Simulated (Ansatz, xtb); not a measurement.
**Relaxing a trial structure of CH3AlFO2**

The starting geometry of this gas-phase doublet was built from a drawn formula by distance geometry and a force field; its bonds are those of `O[C](O)(F)[AlH]`.

```xyz
8

C    -2.3167    0.2001    1.5789
Al   -3.1774   -0.5994   -0.0316
F    -1.3805   -0.7353    2.0421
O    -3.2531    0.3586    2.6202
O    -1.6906    1.3938    1.3337
H    -3.9721    1.0367    2.2696
H    -2.3925    2.0611    1.0074
H    -4.2978    0.2188   -0.7958
```

**Question.** Where would you expect an optimisation with r2SCAN-D4/def2-SVP to take it?

**Answer.** A new bond forms, giving a structure given below by its coordinates. Contacts that close: Al2–O4 (2.82 → 1.99 Å).

The energy falls by 0.82 eV over 19 steps:

```
step  E − E(last) (eV)
   1             0.821
   3             0.431
   5             0.414
   7             0.406
   9             0.304
  11             0.149
  13             0.008
  15             0.001
  17             0.000
  19             0.000
```

Final geometry (Å):

```xyz
8

C    -2.1644    0.2132    1.4492
Al   -3.5007   -0.6563    0.2414
F    -1.2847   -0.3961    2.2636
O    -3.5329   -0.0045    2.1161
O    -1.8963    1.5504    1.4871
H    -3.8426    0.8242    2.5235
H    -2.0692    1.9198    0.6104
H    -4.1900    0.4838   -0.6668
```

From the same start GFN2-xTB reaches the same bonding as this run.

The end wasn't checked by frequencies. Open shells are spin-unrestricted. Run with Ansatz 0.2.0, 58 s on 2 threads of Intel(R) Xeon(R) 6975P-C (Granite Rapids), with other jobs on the host.
